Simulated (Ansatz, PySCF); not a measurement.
Dimer: C2H2 (SMILES C#C) (first 4 atoms) with CH3Cl (SMILES CCl); geometry from B3LYP-D3(BJ)/def2-TZVP.
(charge 0, multiplicity 1):
```
atom    x (Å)    y (Å)    z (Å)
----  -------  -------  -------
C      0.4105   0.0760   0.0350
C      0.5504  -0.8200  -0.7470
H      0.2830   0.8598   0.7446
H      0.6762  -1.6077  -1.4491
C     -0.3054  -0.7421   3.4766
Cl    -0.2563   1.0550   3.4467
H      0.4550  -1.0876   4.1700
H     -1.2941  -1.0456   3.8063
H     -0.1053  -1.1028   2.4722
```

Basis-set superposition error: the interaction energy with monomers in their own basis, and in the dimer's basis (counterpoise).

The values were computed with Ansatz (a first-principles code); PySCF for 6-31G* rows. Values without a source in brackets are computed.

```json
[
 {"level": "HF/6-31G*", "uncorrected (kcal/mol)": "-0.87", "counterpoise (kcal/mol)": "-0.43", "difference": "0.44"},
 {"level": "HF/aug-cc-pV(D+d)Z", "uncorrected (kcal/mol)": "-0.65", "counterpoise (kcal/mol)": "-0.36", "difference": "0.29"},
 {"level": "PBE/def2-TZVPPD", "uncorrected (kcal/mol)": "-1.63", "counterpoise (kcal/mol)": "-1.55", "difference": "0.08"},
 {"level": "revPBE/def2-TZVPPD", "uncorrected (kcal/mol)": "-0.28", "counterpoise (kcal/mol)": "-0.19", "difference": "0.09"},
 {"level": "B3LYP/def2-TZVPPD", "uncorrected (kcal/mol)": "-0.90", "counterpoise (kcal/mol)": "-0.83", "difference": "0.07"},
 {"level": "PBE0/def2-TZVPPD", "uncorrected (kcal/mol)": "-1.60", "counterpoise (kcal/mol)": "-1.54", "difference": "0.06"},
 {"level": "B2PLYP/def2-TZVPPD", "uncorrected (kcal/mol)": "-1.59", "counterpoise (kcal/mol)": "-1.41", "difference": "0.19"},
 {"level": "MP2/6-31G*", "uncorrected (kcal/mol)": "-2.21", "counterpoise (kcal/mol)": "-1.16", "difference": "1.06"},
 {"level": "SCS-MP2/aug-cc-pV(D+d)Z", "uncorrected (kcal/mol)": "-2.66", "counterpoise (kcal/mol)": "-1.48", "difference": "1.18"},
 {"level": "CCSD(T)/aug-cc-pV(D+d)Z", "uncorrected (kcal/mol)": "-3.00", "counterpoise (kcal/mol)": "-1.78", "difference": "1.22"}
]
```

The error is largest for CCSD(T)/aug-cc-pV(D+d)Z (1.22 kcal/mol) and smallest for PBE0/def2-TZVPPD (0.06 kcal/mol).
